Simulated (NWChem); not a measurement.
System: GeHF3; SMILES [F][GeH]([F])[F]

NWChem input:

```
start job
memory heap 200 mb stack 900 mb global 1100 mb
geometry units angstroms noautosym nocenter noautoz
  Ge     0.000000     0.000000     0.254211
  F      0.410199     1.530300    -0.396991
  F      1.120179    -1.120393    -0.396991
  F     -1.530378    -0.409907    -0.396991
  H      0.000000     0.000000     1.771089
end
basis spherical
  * library def2-svp
end
dft
  xc xcamb88 1.00 lyp 0.81 vwn_5 0.19 hfexch 1.00
  cam 0.33 cam_alpha 0.19 cam_beta 0.46
  iterations 150
  vectors input atomic output neutral.movecs
end
task dft energy
charge 1
dft
  odft
  mult 2
  vectors input atomic output cation.movecs
end
task dft energy
```

All runs use the structure optimised with PBE0/def2-SVP.

Ions are spin-unrestricted doublets at the neutral geometry; other ion states weren't tried.

### Question
Predict the main results of this run. (CAM-B3LYP/def2-SVP, vertical spin-unrestricted ions.) Quantities: vertical ionisation energy, ΔSCF (eV); −ε(HOMO) (eV).

### Answer
The vertical ionisation energy, ΔSCF (eV) comes out as 14.11 and the −ε(HOMO) (eV) is 12.63.
